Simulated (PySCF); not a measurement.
(H2B-mu-SH)2.
Bonds: B1–S4, B1–S8, S4–B5, B5–S8. Hydrogens: H2, H3 on B1; H9 on S4; H6, H7 on B5; H10 on S8.

A linear-response calculation (PySCF, def2-SVPD basis, gas phase, vertical, core orbitals frozen in the response) gave these numbers; the functional is withheld.

Orbital energies (eV): HOMO-3 -9.51, HOMO-2 -9.08, HOMO-1 -8.38, HOMO -8.28, LUMO -0.46, LUMO+1 -0.12, LUMO+2 0.20.

```json
{"state": "S1", "E (eV)": "6.58", "f": "0.0019", "main configurations (H = HOMO, L = LUMO)": "H→L (98%)"}
{"state": "S2", "E (eV)": "6.62", "f": "0.0047", "main configurations (H = HOMO, L = LUMO)": "H-1→L (99%)"}
{"state": "S3", "E (eV)": "6.90", "f": "0.0000", "main configurations (H = HOMO, L = LUMO)": "H-1→L+1 (94%)"}
{"state": "S4", "E (eV)": "6.98", "f": "0.0005", "main configurations (H = HOMO, L = LUMO)": "H→L+1 (94%)"}
{"state": "S5", "E (eV)": "7.20", "f": "0.0000", "main configurations (H = HOMO, L = LUMO)": "H→L+2 (91%)"}
{"state": "S6", "E (eV)": "7.36", "f": "0.0080", "main configurations (H = HOMO, L = LUMO)": "H-1→L+2 (75%), H-2→L (21%)"}
```

Triplets (Tamm–Dancoff): T1 6.22 eV, H-1→L (90%); T2 6.22 eV, H→L+1 (91%); T3 6.28 eV, H-1→L+1 (92%); T4 6.31 eV, H→L (95%).

Vertical ionisation energy by ΔSCF with the same functional: 10.28 eV. Mean static polarisability: 71.4 au.

Question: Which of these was used?
A. CAM-B3LYP
B. PBE0
C. PBE
D. HF

Answer: B. PBE0 is a global hybrid with 25% exact exchange. In this run −ε(HOMO) = 8.28 eV differs from the ΔSCF value by -2.00 eV, and S1 differs from the orbital gap of 7.82 eV by -1.24 eV. The ratio −ε(HOMO)/IP is 0.81. Small neutral molecules mostly give 0.7 to 0.83 with PBE0, 0.5 to 0.7 with PBE, 0.85 to 0.93 with CAM-B3LYP; with Hartree–Fock the ratio is 1 or more (Koopmans' value less the relaxation energy is the ΔSCF value).

Method used: TDDFT PBE0/def2-SVPD, vertical, gas phase, core orbitals frozen in the response in PySCF. One conformer (not necessarily the lowest) at the PBE0-D3(BJ)/def2-SVP geometry, without solvent, vibrations or thermal averaging.
